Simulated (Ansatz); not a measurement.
A run for Ansatz (a quantum-chemistry and plane-wave program): U-B3LYP/def2-TZVPP on HISi (SMILES [SiH]I), a point of a bond scan (R = 1.370 Å). Elements past Kr take the def2 small-core potentials; no spin–orbit coupling.

Ansatz 0.2 input:
```yaml
crystal:
  periodic: [false, false, false]
  atoms:
    - {symbol: Si, position_ang: [-1.12141345, -0.93268242, 1.27808734]}
    - {symbol: H, position_ang: [-1.99690480, -1.34093485, 0.30631827]}
    - {symbol: I, position_ang: [0.33573528, 0.27252548, -0.34135031]}
basis:
  gaussian:
    orbitals: def2-TZVPP
hamiltonian:
  xc: {name: B3LYP}
magnetization: {spin_polarized: true, initial_magnetization: 0}
```

The head of its log:

```
WARN ansatz: RAYON_NUM_THREADS=1 ignored (pool sized by the plan → 1); use --threads N
Functional definition: B3LYP
integrals: 0.03 GiB planned
761 factors; their error is unknown
mean field: 0.41 GiB planned
mean field evaluation 1: about -15996.9879 eV, gradient 7.8e0 eV
mean field evaluation 2: about -15997.2327 eV, gradient 5.7e0 eV
```

### Question
What total energy does the run end on?

### Answer
-587.9017 hartree.
